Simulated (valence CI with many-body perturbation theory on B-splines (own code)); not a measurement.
The numbers below are computed, except where a source is named.
Ladder of approximations for Ce7+

Level of theory: relativistic CI+MBPT: five valence electrons over a frozen Dirac-Fock core [Kr] 4d10, a basis of 7 s, 7 p, 7 d, 7 f, 4 g, 2 h functions for each j, with the one-electron correlation potential Σ1 (screened to all orders), the two-electron term Σ2, the three-electron term Σ3, Breit, model QED; selected single and double excitations, second order for the rest, scaled by the run's own slope (own B-spline code, finite nucleus).

No measured levels were compared; by estimate levels hold to about 250 cm⁻¹ or 0.2 % of their energy and the worst to 1 %, as in measured heavy ions of charge 2 to 7; those with d or f electrons hold less well. Core correlation moves these levels by up to 45000 cm⁻¹, and in measured spectra 5 to 20 % of such shifts remained as error; rates that hang on mixing are uncertain with them. Among the levels kept, up to 1100 cm⁻¹ of a level comes from second order outside the variational space, and about a tenth of that is noise between levels of different J, which matters for small intervals.

Each rung adds one term. CI alone is the Dirac-Coulomb CI over the frozen core; QED comes last and gives the full result, which names the levels. Energies are above (5s^2 5p1/2^2 5p3/2) J=3/2 on the same rung, in cm⁻¹.

Levels are named by their leading jj configuration (3d3/2^4 stands for four electrons in 3d with j = 3/2), which in mixed levels can hold well under half, so a name can repeat and another be missing. Letters in brackets count levels of one name in rising energy.

```tsv
Level	CI alone
(5s^2 5p1/2 5p3/2^2) J=3/2	22455
(5s^2 5p1/2 5p3/2^2) J=5/2	30226
(5s^2 5p1/2 5p3/2^2) J=1/2	45898
(5s^2 5p3/2^3) J=3/2	65550
(4f5/2 5s^2 5p1/2^2) J=5/2	91678
(4f7/2 5s^2 5p1/2^2) J=7/2	95626
(4f5/2 5s^2 5p1/2 5p3/2) J=7/2 [a]	109707
(4f5/2 5s^2 5p1/2 5p3/2) J=5/2 [a]	110230
(4f7/2 5s^2 5p1/2 5p3/2) J=7/2 [a]	112805
(4f7/2 5s^2 5p1/2 5p3/2) J=9/2 [a]	113387
(4f5/2 5s^2 5p1/2 5p3/2) J=3/2 [a]	115233
(4f7/2 5s^2 5p1/2 5p3/2) J=5/2 [a]	116084
(4f7/2 5s^2 5p1/2 5p3/2) J=9/2 [b]	117660
(4f7/2 5s^2 5p1/2 5p3/2) J=11/2	120698
(4f5/2 5s^2 5p1/2 5p3/2) J=5/2 [b]	121891
(4f7/2 5s^2 5p1/2 5p3/2) J=7/2 [b]	122268
```

Q: What do these energies become with core correlation, Breit and QED?

A: (5s^2 5p1/2 5p3/2^2) J=3/2 22814 (+360); (5s^2 5p1/2 5p3/2^2) J=5/2 30335 (+109); (5s^2 5p1/2 5p3/2^2) J=1/2 45628 (-270); (5s^2 5p3/2^3) J=3/2 66180 (+630); (4f5/2 5s^2 5p1/2^2) J=5/2 69100 (-22577); (4f7/2 5s^2 5p1/2^2) J=7/2 73131 (-22494); (4f5/2 5s^2 5p1/2 5p3/2) J=7/2 [a] 88389 (-21318); (4f5/2 5s^2 5p1/2 5p3/2) J=5/2 [a] 88737 (-21493); (4f7/2 5s^2 5p1/2 5p3/2) J=7/2 [a] 91551 (-21254); (4f7/2 5s^2 5p1/2 5p3/2) J=9/2 [a] 92144 (-21243); (4f5/2 5s^2 5p1/2 5p3/2) J=3/2 [a] 93320 (-21913); (4f7/2 5s^2 5p1/2 5p3/2) J=5/2 [a] 94601 (-21482); (4f7/2 5s^2 5p1/2 5p3/2) J=9/2 [b] 96076 (-21584); (4f7/2 5s^2 5p1/2 5p3/2) J=11/2 99464 (-21235); (4f5/2 5s^2 5p1/2 5p3/2) J=5/2 [b] 99693 (-22197); (4f7/2 5s^2 5p1/2 5p3/2) J=7/2 [b] 100275 (-21993).

Q: How does the ionisation energy move along the ladder, and which term matters most?

A: CI alone 106.79, + Σ1 108.14, + Σ2 107.67, + Σ3 107.59, + Breit 107.56, + QED 107.56 eV. The largest step is Σ1, 1.35 eV. NIST lists 106 ± 2.1 eV (theoretical).
